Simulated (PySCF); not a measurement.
Some computed properties have been withheld. Give your best values.

Compound: C7H10P2.
Bonds: C1–C2, C2–C3, C3–C4 (aromatic), C4–C5 (aromatic), C5–P6 (aromatic), P6–C7 (aromatic), C7–C8, C7–P9 (aromatic), C3–P9 (aromatic). Hydrogens: H10, H11, H12 on C1; H13, H14 on C2; H15 on C4; H16 on C5; H17, H18, H19 on C8.

Conformer (atom-mapped SMILES and torsion angles): `[CH3:1][CH2:2][c:3]1[cH:4][cH:5][p:6][c:7]([CH3:8])[p:9]1`: C1–C2–C3–C4 -82°.

```tsv
property	level	value
point group	PBE0-D3(BJ)/def2-SVP	C1
rotational constants A, B, C	PBE0-D3(BJ)/def2-SVP	?
dipole moment	CAM-B3LYP/def2-SVPD	1.31 D
HOMO energy	CAM-B3LYP/def2-SVPD	-8.02 eV
LUMO energy	CAM-B3LYP/def2-SVPD	-0.87 eV
lowest singlet excitation	TDDFT CAM-B3LYP/def2-SVPD	4.10 eV (302 nm, f = 0.002)
strongest line among the 10 lowest singlet transitions	TDDFT CAM-B3LYP/def2-SVPD	?
lowest triplet excitation (Tamm–Dancoff)	TDA CAM-B3LYP/def2-SVPD	2.76 eV
static isotropic polarisability	CAM-B3LYP/def2-SVPD	?
vertical ionisation energy	ΔSCF CAM-B3LYP/def2-SVPD	8.58 eV
vertical electron affinity	ΔSCF CAM-B3LYP/def2-SVPD	0.32 eV
electronic spatial extent ⟨r²⟩ about the centre of nuclear charge	CAM-B3LYP/def2-SVPD	1809 bohr²
13C chemical shifts (computed TMS as zero) by class	GIAO HF/pcSseg-1	232.3 (C7), 193.0 (C3), 170.3 (C5), 143.8 (C4), 32.2 (C2), 25.8 (C8), 23.3 (C1) ppm
1H chemical shifts (computed TMS as zero) by class	GIAO HF/pcSseg-1	?
isotropic shieldings of nuclei other than C and H, by class	GIAO HF/pcSseg-1	70 (P9), 84 (P6) ppm
```

Electronic properties: PySCF, gas phase, density fitting. NMR classes are plain means over equivalent atoms (diastereotopic ones count apart unless rotation or inversion swaps them), as if these changed places fast; in this geometry the members of some classes differ.

What are the 1H chemical shifts (computed TMS as zero) by class?

9.14 (H16), 8.20 (H15), 3.19 (H17/H18/H19), 2.80 (H13/H14), 1.29 (H10/H11/H12) ppm.

The strongest line among the 10 lowest singlet transitions?

S7 at 5.31 eV (234 nm, f = 0.394).

The static isotropic polarisability?

135.1 au.

The rotational constants A, B, C?

2.055, 0.859, 0.644 GHz.

No computed singlet falls in the visible range (750 to 380 nm, 1.65 to 3.26 eV); S1 lies 0.84 eV above its blue end. The ΔSCF ionisation energy exceeds −ε(HOMO) by 0.56 eV with CAM-B3LYP. From the two ΔSCF values, the fundamental gap I − A is 8.26 eV and the Mulliken electronegativity (I + A)/2 is 4.45 eV. The largest Löwdin shares of the HOMO are 0.22 on P6, 0.21 on C3, 0.17 on C5 and 0.14 on P9. The largest Löwdin shares of the LUMO are 0.20 on P6, 0.19 on P9, 0.18 on C5 and 0.18 on C3.

For the geometry optimisation (PBE0-D3(BJ)/def2-SVP), the run took 1.9 min wall on one thread of an Arm Neoverse V1, shared host, and the process peaked at 0.79 GiB of memory.

One conformer stands for the species.
